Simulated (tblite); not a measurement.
Compound: C5H6N2SSi.
Numbering: `[cH:1]1[cH:2][n:3][c:4]2[c:5]([cH:6]1)[NH:7][SiH2:8][S:9]2` (hydrogens: H10 on C1; H11 on C2; H12 on C6; H13 on N7; H14, H15 on Si8)

Level: GFN2-xTB in tblite, geometry and Hessian alike; calculated harmonic values, unscaled, isolated species. Against measured fundamentals such values can be off by several per cent, at times by over 20. Modes of hydrogen on silicon can be 10 to 20 % off.

Harmonic wavenumbers (cm⁻¹): 90.1, 143.1, 263.0, 315.6, 352.9, 409.7, 440.5, 459.0, 483.3, 512.3, 515.9, 537.5, 565.5, 634.7, 687.8, 687.9, 789.6, 791.7, 821.6, 885.9, 902.3, 913.1, 1060.8, 1107.2, 1137.5, 1184.0, 1226.0, 1283.5, 1343.7, 1407.1, 1447.0, 1553.9, 1567.2, 2281.8, 2311.7, 3063.1, 3072.8, 3099.9, 3469.8.

A = 2665, B = 1030, C = 749.6 MHz; mass 154.002 u (most abundant isotopes); point group Cs, symmetry number 1.

Problem. Zero-point energy?

Solution. Half the sum of the wavenumbers: 21910 cm⁻¹ = 262.10 kJ/mol.

Problem. Entropy at 273.15 K, 1 bar (ideal gas, RRHO, classical rotation)?

Solution. Translation 169.85, rotation 122.07, vibration 68.20: S = 360.1 J/(mol K).

Problem. And Cp and H(273.15 K) − H(0)?

Solution. Cp = 135.39 J/(mol K), of which vibrations give 102.13 (their classical limit is 39 R = 324.3); H(273.15 K) − H(0) = 20.66 kJ/mol without the zero-point energy, 11.57 from vibrations.

Problem. What must be added to the electronic energy to get the Gibbs energy at 273.15 K and 1 bar?

Solution. ZPE + [H(273.15 K) − H(0)] − T·S = 262.10 + 20.66 − 98.37 = 184.39 kJ/mol.

Problem. How do the functions run with temperature in this model?

Solution. 
```csv
T (K),S (J/(mol K)),Cp (J/(mol K)),H − H(0) (kJ/mol),G − H(0) (kJ/mol),ln q(vib)
150,297.8,77.6,7.49,-37.18,1.10
250,348.6,125.1,17.64,-69.51,2.68
298.15,372.4,146.0,24.18,-86.87,3.58
400,420.8,183.8,41.05,-127.29,5.64
600,505.9,235.1,83.36,-220.20,9.88
900,610.5,278.9,161.15,-388.27,16.01
```

q(vib) and H(0) count from the zero-point level.

Problem. Blend soft modes into free rotors: weight 1/[1 + (100 cm⁻¹/ν̃)⁴] for the oscillator and the rest for a rotor with moment μB/(μ + B), μ = h/(8π²ν), B = 10⁻⁴⁴ kg m². What vibrational entropy results?

Solution. 66.60 J/(mol K) in place of 68.20, which changes −T·S at 273.15 K by +0.44 kJ/mol.

Problem. Which modes carry the vibrational entropy at 273.15 K?

Solution. 90.1 cm⁻¹: 14.59; 143.1 cm⁻¹: 10.86; 263.0 cm⁻¹: 6.24; 315.6 cm⁻¹: 4.98; 352.9 cm⁻¹: 4.26; 409.7 cm⁻¹: 3.37 J/(mol K); the other 33 give 23.90 together.

Hindered rotation and anharmonicity are outside this model.
